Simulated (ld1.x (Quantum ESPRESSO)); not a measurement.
## Logarithmic derivatives: Ti (Z = 22), TM

Ti, norm-conserving Troullier–Martins (Kleinman–Bylander form), made with ld1.x (Quantum ESPRESSO) 7.5 (PBE, scalar-relativistic). Core [Ne], reference 3s2 3p6 3d2 4s2 4p0. Waves: 3p (bound): rc 1.10 bohr; 3d (bound): rc 1.20 bohr; 3s (bound): rc 1.65 bohr. Local part: the s channel. Core correction: none.

Occupied shells without a wave of their own: 4s. They enter only through the test configuration that unscreens the potential.

The phase is arctan(r·u′/u) with u = r·R(r), unwrapped; energies in Ry, scanned from -7 to 5 Ry. A pole is an energy at which the radial function vanishes at the test radius. The pseudo phase is shifted by a multiple of π to meet the all-electron one at the reference energy, and phase errors are pseudo minus all-electron; the curves can meet again beyond the range given. Levels narrower than the energy grid can be missing from the lists of poles.

| channel | radius (bohr) | reference energy (Ry) | poles, all-electron | poles, pseudo | unbroken range about the reference energy with phases within 0.05 rad | phase error 1 Ry above the reference energy (rad) |
| --- | --- | --- | --- | --- | --- | --- |
| s | 1.80 | -4.60 | -4.07 | -4.09 | below -1.2 | -0.007 |
| p | 1.80 | -2.86 | -2.12 | -2.14 | below 0.7 | -0.006 |
| d | 1.80 | -0.31 | 0.86 | 0.81 | below 2.4 | -0.012 |

The potential misses its own reference levels by up to 0.7 eV.

Phases in the d channel:

```
E (Ry)  all-electron  pseudo
 -7.00         1.358   1.356
 -6.48         1.349   1.347
 -5.96         1.338   1.336
 -5.44         1.326   1.324
 -4.92         1.312   1.310
 -4.40         1.295   1.292
 -3.88         1.274   1.270
 -3.36         1.246   1.242
 -2.84         1.208   1.203
 -2.32         1.153   1.147
 -1.80         1.060   1.052
 -1.28         0.868   0.857
 -0.76         0.305   0.296
 -0.24        -0.862  -0.862
  0.28        -1.369  -1.375
  0.80        -1.555  -1.569
  1.32        -1.658  -1.680
  1.84        -1.734  -1.766
  2.36        -1.803  -1.852
  2.88        -1.877  -1.957
  3.40        -1.971  -2.109
  3.92        -2.106  -2.373
  4.44        -2.330  -2.873
  4.96        -2.740  -3.556
```
